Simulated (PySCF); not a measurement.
PySCF input for Se(SiH3)2 (H6SeSi2), SMILES [SiH3][Se][SiH3], PBE0-D3(BJ)/def2-SVP. Coordinates come from a PBE0-D3(BJ)/def2-SVP optimisation.

```python
import numpy as np
from pyscf import gto, scf, dft, df
from pyscf.hessian import thermo

mol = gto.M(
    atom='''
    Se   -0.00000000   -0.00000000    0.79845853
    Si   -1.68922897   -0.00000000   -0.74221625
    H    -2.95991485    0.00000000    0.03656430
    H    -1.61960099   -1.21364764   -1.60966594
    H    -1.61960098    1.21364765   -1.60966593
    Si    1.68922897   -0.00000000   -0.74221625
    H     1.61960100    1.21364766   -1.60966592
    H     1.61960099   -1.21364764   -1.60966593
    H     2.95991486   -0.00000000    0.03656431
    ''',
    basis='def2-SVP',
    charge=0,
    spin=0,
    max_memory=1600,
    verbose=3,
)
mf = dft.RKS(mol, xc='pbe0').density_fit(auxbasis='def2-universal-jkfit')
mf.disp = 'd3bj'
mf.grids.level = 3
mf.conv_tol = 1e-11
mf.max_cycle = 100
mf.kernel()

# [left out here: the lines that compute and print the analytic Hessian (its translational invariance restored by hand, since the grid's response is missing), thermochemistry and intensities]
```

It prints:

```
converged SCF energy = -2983.17438287623

WARN: DFTD3 does not support analytical Hessian, using finite difference


WARN: Mole.unit (angstrom) is changed to Bohr

Mode                                 0                   1                   2
Irrep
Freq [cm^-1]                       63.5793             86.5669            111.5775
Reduced mass [au]                   1.0331              1.0651              4.7978
Force const [Dyne/A]                0.0025              0.0047              0.0352
Char temp [K]                      91.4765            124.5505            160.5352
Normal mode                   x     y     z       x     y     z       x     y     z
       0  Se                -0.00 -0.00 -0.00   -0.00  0.02 -0.00   -0.00 -0.00 -0.05
       1  Si                -0.00 -0.02  0.00   -0.00 -0.02  0.00   -0.09  0.00  0.06
       2   H                -0.00  0.38  0.00   -0.00 -0.43  0.00   -0.02 -0.00  0.17
       3   H                -0.23 -0.22  0.26    0.27  0.15 -0.22   -0.17 -0.00  0.05
       4   H                 0.23 -0.22 -0.26   -0.27  0.15  0.22   -0.17  0.00  0.05
       5  Si                 0.00  0.02  0.00    0.00 -0.02 -0.00    0.09 -0.00  0.06
       6   H                 0.23  0.22  0.26    0.27  0.15  0.22    0.17  0.00  0.05
       7   H                -0.23  0.22 -0.26   -0.27  0.15 -0.22    0.17 -0.00  0.05
       8   H                 0.00 -0.38  0.00   -0.00 -0.43  0.00    0.02  0.00  0.17
Mode                                 3                   4                   5
Irrep
Freq [cm^-1]                      397.1747            402.2578            564.8475
Reduced mass [au]                   9.5593             14.3088              1.0970
Force const [Dyne/A]                0.8885              1.3641              0.2062
Char temp [K]                     571.4459            578.7595            812.6898
Normal mode                   x     y     z       x     y     z       x     y     z
       0  Se                 0.00  0.00 -0.06    0.06  0.00  0.00   -0.01 -0.00 -0.00
       1  Si                 0.09 -0.00  0.07   -0.08 -0.00 -0.07    0.02  0.00 -0.03
       2   H                 0.11  0.00  0.11   -0.07 -0.00 -0.05    0.31 -0.00  0.44
       3   H                 0.05  0.00  0.06   -0.06 -0.01 -0.06   -0.28 -0.02 -0.03
       4   H                 0.05 -0.00  0.06   -0.06  0.01 -0.06   -0.28  0.02 -0.03
       5  Si                -0.09  0.00  0.07   -0.08 -0.00  0.07    0.02  0.00  0.03
       6   H                -0.05 -0.00  0.06   -0.06 -0.01  0.06   -0.28 -0.02  0.03
       7   H                -0.05  0.00  0.06   -0.06  0.01  0.06   -0.28  0.02  0.03
       8   H                -0.11 -0.00  0.11   -0.07 -0.00  0.05    0.31 -0.00 -0.44
Mode                                 6                   7                   8
Irrep
Freq [cm^-1]                      594.2135            600.1882            635.5416
Reduced mass [au]                   1.0866              1.1128              1.1655
Force const [Dyne/A]                0.2261              0.2362              0.2774
Char temp [K]                     854.9409            863.5372            914.4029
Normal mode                   x     y     z       x     y     z       x     y     z
       0  Se                -0.00 -0.00  0.00   -0.00  0.02  0.00   -0.00 -0.00  0.02
       1  Si                 0.00  0.04 -0.00    0.00 -0.04 -0.00    0.03 -0.00 -0.04
       2   H                 0.00 -0.14  0.00    0.00  0.12  0.00    0.29  0.00  0.40
       3   H                 0.32 -0.16  0.30   -0.31  0.16 -0.30   -0.30 -0.01 -0.04
       4   H                -0.32 -0.16 -0.30    0.31  0.16  0.30   -0.30  0.01 -0.04
       5  Si                -0.00 -0.04 -0.00    0.00 -0.04  0.00   -0.03  0.00 -0.04
       6   H                -0.32  0.16  0.30   -0.31  0.16  0.30    0.30  0.01 -0.04
       7   H                 0.32  0.16 -0.30    0.31  0.16 -0.30    0.30 -0.01 -0.04
       8   H                -0.00  0.14  0.00    0.00  0.12 -0.00   -0.29 -0.00  0.40
Mode                                 9                  10                  11
Irrep
Freq [cm^-1]                      883.3587            921.3380            921.9086
Reduced mass [au]                   1.0728              1.0822              1.0402
Force const [Dyne/A]                0.4932              0.5412              0.5209
Char temp [K]                    1270.9565           1325.6003           1326.4213
Normal mode                   x     y     z       x     y     z       x     y     z
       0  Se                 0.00  0.00 -0.00   -0.00  0.00  0.00    0.00  0.00  0.00
       1  Si                 0.03 -0.00  0.02   -0.03 -0.00 -0.01   -0.00  0.02 -0.00
       2   H                -0.20 -0.00 -0.33    0.23  0.00  0.39    0.00 -0.53  0.00
       3   H                -0.36  0.08 -0.15    0.35  0.02 -0.00   -0.29 -0.08  0.10
       4   H                -0.36 -0.08 -0.15    0.35 -0.02 -0.00    0.29 -0.08 -0.10
       5  Si                 0.03 -0.00 -0.02    0.03  0.00 -0.01    0.00 -0.02 -0.00
       6   H                -0.36  0.08  0.15   -0.35 -0.02 -0.00    0.29  0.08  0.10
       7   H                -0.36 -0.08  0.15   -0.35  0.02 -0.00   -0.29  0.08 -0.10
       8   H                -0.20 -0.00  0.33   -0.23 -0.00  0.39   -0.00  0.53  0.00
Mode                                12                  13                  14
Irrep
Freq [cm^-1]                      922.4314            943.0639            956.2509
Reduced mass [au]                   1.0403              1.0379              1.0489
Force const [Dyne/A]                0.5215              0.5439              0.5651
Char temp [K]                    1327.1735           1356.8589           1375.8321
Normal mode                   x     y     z       x     y     z       x     y     z
       0  Se                 0.00 -0.00 -0.00   -0.00  0.00 -0.00   -0.00  0.00 -0.00
       1  Si                -0.00 -0.02  0.00    0.01 -0.00 -0.02   -0.00 -0.00 -0.03
       2   H                 0.00  0.54  0.00   -0.08  0.00 -0.14    0.01  0.00 -0.01
       3   H                 0.28  0.08 -0.10   -0.13 -0.27  0.37    0.00 -0.29  0.39
       4   H                -0.28  0.08  0.10   -0.13  0.27  0.37    0.00  0.29  0.39
       5  Si                -0.00 -0.02 -0.00    0.01 -0.00  0.02    0.00  0.00 -0.03
       6   H                 0.28  0.08  0.10   -0.13 -0.27 -0.37   -0.00  0.29  0.39
       7   H                -0.28  0.08 -0.10   -0.13  0.27 -0.37   -0.00 -0.29  0.39
       8   H                 0.00  0.54 -0.00   -0.08  0.00  0.14   -0.01 -0.00 -0.01
Mode                                15                  16                  17
Irrep
Freq [cm^-1]                     2226.3523           2231.7802           2233.7302
Reduced mass [au]                   1.0216              1.0220              1.0520
Force const [Dyne/A]                2.9834              2.9993              3.0927
Char temp [K]                    3203.2253           3211.0348           3213.8404
Normal mode                   x     y     z       x     y     z       x     y     z
       0  Se                -0.00 -0.00  0.00    0.00 -0.00  0.00    0.00 -0.00 -0.00
       1  Si                -0.00  0.00 -0.02    0.00 -0.00  0.02   -0.00 -0.03 -0.00
       2   H                 0.14  0.00 -0.10   -0.17 -0.00  0.11    0.00 -0.01 -0.00
       3   H                -0.03  0.40  0.27    0.02 -0.39 -0.27   -0.03  0.39  0.28
       4   H                -0.03 -0.40  0.27    0.02  0.39 -0.27    0.03  0.39 -0.28
       5  Si                -0.00  0.00  0.02   -0.00  0.00  0.02    0.00  0.03 -0.00
       6   H                -0.03  0.40 -0.27   -0.02  0.39 -0.27    0.03 -0.39  0.28
       7   H                -0.03 -0.40 -0.27   -0.02 -0.39 -0.27   -0.03 -0.39 -0.28
       8   H                 0.14  0.00  0.10    0.17  0.00  0.11   -0.00  0.01 -0.00
Mode                                18                  19                  20
Irrep
Freq [cm^-1]                     2237.1574           2257.0601           2257.6175
Reduced mass [au]                   1.0525              1.0478              1.0487
Force const [Dyne/A]                3.1035              3.1451              3.1493
Char temp [K]                    3218.7715           3247.4070           3248.2090
Normal mode                   x     y     z       x     y     z       x     y     z
       0  Se                -0.00 -0.00 -0.00    0.00 -0.00 -0.00    0.00  0.00  0.00
       1  Si                -0.00 -0.03 -0.00    0.02 -0.00 -0.02   -0.02  0.00  0.02
       2   H                 0.00 -0.01 -0.00   -0.57 -0.00  0.35    0.56  0.00 -0.35
       3   H                -0.03  0.39  0.29    0.00  0.10  0.06   -0.00 -0.11 -0.07
       4   H                 0.03  0.39 -0.29    0.00 -0.10  0.06   -0.00  0.11 -0.07
       5  Si                -0.00 -0.03  0.00    0.02 -0.00  0.02    0.02 -0.00  0.02
       6   H                -0.03  0.39 -0.29    0.00  0.10 -0.06    0.00  0.11 -0.07
       7   H                 0.03  0.39  0.29    0.00 -0.10 -0.06    0.00 -0.11 -0.07
       8   H                 0.00 -0.01  0.00   -0.57 -0.00 -0.35   -0.56 -0.00 -0.35
temperature 298.1500 [K]
pressure 101325.00 [Pa]
Rotational constants [GHz] 5.25910 2.59891 1.81350
Symmetry number 2
Zero-point energy (ZPE) 0.05114 [Eh]   134268.835 [J/mol]
                           tot       elec      trans        rot        vib
Entropy [J/mol/K]       343.762      0.000    170.482    107.053     66.227
Cv [J/mol/K]             90.996      0.000     12.472     12.472     66.053
Cp [J/mol/K]             99.311      0.000     20.786     12.472     66.053
Internal energy [J/mol]                      3718.434   3718.434 144354.568
Internal energy [Eh]   -2983.11657  -2983.17438
Enthalpy [J/mol]                             6197.391   3718.434 144354.568
Enthalpy [Eh]          -2983.11562
Gibbs free energy [J/mol]                  -44631.796 -28199.432 124609.038
Gibbs free energy [Eh] -2983.15466
mode   freq/cm-1   IR/(km/mol)
   1       63.58         0.000
   2       86.57         0.229
   3      111.58         0.163
   4      397.17         6.422
   5      402.26        41.029
   6      564.85         8.452
   7      594.21         0.000
   8      600.19        22.662
   9      635.54         7.272
  10      883.36       518.771
  11      921.34        70.158
  12      921.91         0.001
  13      922.43        84.006
  14      943.06         7.943
  15      956.25       153.309
  16     2226.35        45.487
  17     2231.78        85.010
  18     2233.73         0.000
  19     2237.16       178.042
  20     2257.06       115.616
  21     2257.62        51.397
max |gradient| / (hartree/bohr): 3.528711672522472e-05
APT charges: [-0.5405  0.9941 -0.229  -0.2474 -0.2474  0.9941 -0.2474 -0.2474 -0.229 ]
```

The run converged.

Cost: very roughly 110 core-seconds.
